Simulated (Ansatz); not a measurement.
`C[Si@H](O)O[Si@@H](O)F` and `O[SiH](F)[O][GeH3]` differ in one atom or group.

Ansatz, PBE0-D4/def2-TZVP geometries, multiplicity 1. Each molecule was computed in one conformer, which needn't be the lowest.

Scalar relativity is left out up to krypton.

```json
{"property": "HOMO energy (B3LYP/def2-TZVPP) / eV", "`C[Si@H](O)O[Si@@H](O)F`": "-8.65"}
{"property": "size of the dipole moment (ωB97M-V/def2-TZVPP) / D", "`C[Si@H](O)O[Si@@H](O)F`": "2.83"}
{"property": "LUMO energy (PBE0/def2-TZVPP) / eV", "`C[Si@H](O)O[Si@@H](O)F`": "0.33"}
{"property": "LUMO energy (PBE/def2-TZVPP) / eV", "`C[Si@H](O)O[Si@@H](O)F`": "-0.55"}
{"property": "HOMO–LUMO gap (B3LYP/def2-TZVPP) / eV", "`C[Si@H](O)O[Si@@H](O)F`": "8.63"}
{"property": "HOMO energy (ωB97M-V/def2-TZVPP) / eV", "`C[Si@H](O)O[Si@@H](O)F`": "-11.16"}
```

Q: What does the change do to each property? (Best estimate.)

A: Computed: 
| property | `O[SiH](F)[O][GeH3]` | shift |
| --- | --- | --- |
| HOMO energy (B3LYP/def2-TZVPP) / eV | -8.81 | -0.16 |
| size of the dipole moment (ωB97M-V/def2-TZVPP) / D | 1.40 | -1.43 |
| LUMO energy (PBE0/def2-TZVPP) / eV | 0.11 | -0.22 |
| LUMO energy (PBE/def2-TZVPP) / eV | -0.79 | -0.24 |
| HOMO–LUMO gap (B3LYP/def2-TZVPP) / eV | 8.66 | 0.03 |
| HOMO energy (ωB97M-V/def2-TZVPP) / eV | -11.36 | -0.20 |

Dipoles are sizes alone; their direction can turn.

B3LYP here is the variant with VWN-RPA as its local correlation; programs differ in this.
